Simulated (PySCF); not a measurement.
H₄P, SMILES [PH4+], charge +1. Geometry optimised at PBE-D3(BJ)/def2-TZVPD. The isomer is the one that the SMILES or the coordinates give; other isomers of the formula were not compared.

Computed equilibrium geometry at PBE-D3(BJ)/def2-TZVPD (PySCF confirms it by a frequency run) as a Z-matrix, and its point group:
point group Td.
```
P
H 1 1.4107
H 1 1.4107 2 109.47
H 1 1.4107 2 109.47 3 -120.00
H 1 1.4107 2 109.47 3 120.00
```
Charge +1, spin multiplicity 1.
